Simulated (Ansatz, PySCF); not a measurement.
This Ansatz (an electronic-structure program) input computes a SVWN5/def2-TZVPD energy:

Ansatz 0.2 input:
```yaml
crystal:
  periodic: [false, false, false]
  atoms:
    - {symbol: Si, position_ang: [-0.26818235, -0.36006559, 0.37185547]}
    - {symbol: H, position_ang: [-1.02968263, -1.36795845, -0.42623327]}
    - {symbol: F, position_ang: [0.53158173, 0.71209740, -0.53108260]}
basis:
  gaussian:
    orbitals: def2-TZVPD
hamiltonian:
  xc: {name: SVWN5}
magnetization: {spin_polarized: true, initial_magnetization: 2}
output: {forces: true}
```

Question: Write an input for the same energy in PySCF and say what it gives.

Answer: 
```python
from pyscf import gto, scf, dft

mol = gto.M(
    atom='''
    Si   -0.26818235   -0.36006559    0.37185547
    H    -1.02968263   -1.36795845   -0.42623327
    F     0.53158173    0.71209740   -0.53108260
    ''',
    basis='def2-tzvpd',
    charge=0,
    spin=2,
    verbose=4,
)

mf = dft.UKS(mol, xc='svwn').density_fit(auxbasis='def2-universal-jkfit')
mf.grids.level = 3
mf.conv_tol = 1e-9
mf.max_cycle = 100
mf.max_memory = 1500
mf.kernel()
if not mf.converged:
    mf = mf.newton()
    mf.kernel(mf.make_rdm1())
for _ in range(2):
    mo, _, stable, _ = mf.stability(return_status=True)
    if stable:
        break
    mf.kernel(mf.make_rdm1(mo, mf.mo_occ))
mf.analyze()
```
It gives -388.13068 Eh, and Ansatz -388.13065 Eh, a difference of 0.03 mEh, from the treatment of integrals and grids.

This is an excited triplet: at this geometry the singlet lies 1.43 eV lower at CCSD(T)/CBS(aug-cc-pV(T+d)Z,aug-cc-pV(Q+d)Z).
